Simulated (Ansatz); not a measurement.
Consider the cleavage of the Si–Ga bond: `O[SiH2][GaH][SiH3]` + `O[SiH](Cl)Cl` → `O[SiH2]O[SiH](Cl)Cl` + `[SiH3][GaH2]`.

Program: Ansatz. Geometries: PBE0-D4/def2-TZVP. ΔE: electronic, gas phase. CCSD(T)/CBS adds triple-zeta CCSD(T) − MP2 to the extrapolated MP2 energy (def2 sets, frozen cores). This one scheme is used for every species. DFT in def2-TZVPP. For Ga outer-core shells are correlated without core-valence functions, which leaves a few kJ/mol of doubt a bond. Scalar relativity is left out up to krypton. One conformer a species, not always the lowest.

`O[SiH2][GaH][SiH3]`:

Z-matrix (Å, degrees):
```
Si
Ga 1 2.422
O 1 1.658 2 112.1
H 1 1.487 2 112.6 3 -118.3
H 1 1.497 2 108.8 3 123.2
Si 2 2.423 1 120.0 3 -14.3
H 2 1.576 1 121.8 3 165.9
H 3 0.958 1 117.1 2 42.5
H 6 1.492 2 109.9 1 107.5
H 6 1.490 2 112.4 1 -132.4
H 6 1.492 2 112.0 1 -11.3
```

`O[SiH](Cl)Cl`:

Cartesian coordinates in Å:
```
O 0.783 -0.276 1.052
Si 0.070 0.096 -0.355
Cl -1.128 1.739 -0.165
Cl -1.100 -1.440 -1.019
H 0.240 -0.485 1.814
H 1.134 0.366 -1.327
```

`O[SiH2]O[SiH](Cl)Cl`:

```xyz
10

O     1.885   -1.204    0.073
Si    0.271   -1.429   -0.025
O    -0.556   -0.132    0.569
Si   -0.852    1.429    0.327
Cl    0.736    2.278   -0.653
Cl   -2.512    1.666   -0.827
H     2.285   -0.529   -0.478
H    -0.163   -1.625   -1.429
H    -0.042   -2.581    0.840
H    -1.051    2.126    1.603
```

`[SiH3][GaH2]`:

Cartesian coordinates in Å:
```
Si 0.974 -0.220 0.274
Ga -1.310 0.272 -0.337
H 1.422 -1.525 -0.287
H 1.187 -0.252 1.747
H 1.865 0.836 -0.289
H -1.822 -0.028 -1.794
H -2.315 0.917 0.686
```

```tsv
level	ΔE (kcal/mol)
PBE0	-24.6
CCSD(T)/def2-TZVPP	-29.2
```

What does CCSD(T)/CBS give? (Estimate.)

Ansatz gave: -28.8 kcal/mol. The listed levels differ from it by 4.2, -0.4 kcal/mol.

Largest T1 diagnostic among the species: 0.013.

From PBE to PBE0 (25 % exact exchange), in def2-TZVPP and without D4, ΔE moves by −2.6 kcal/mol. In def2-TZVPP, CCSD(T) changes the Hartree–Fock value by +6.0 kcal/mol (the triples alone add +0.7 kcal/mol) and MP2 by +4.7 kcal/mol.
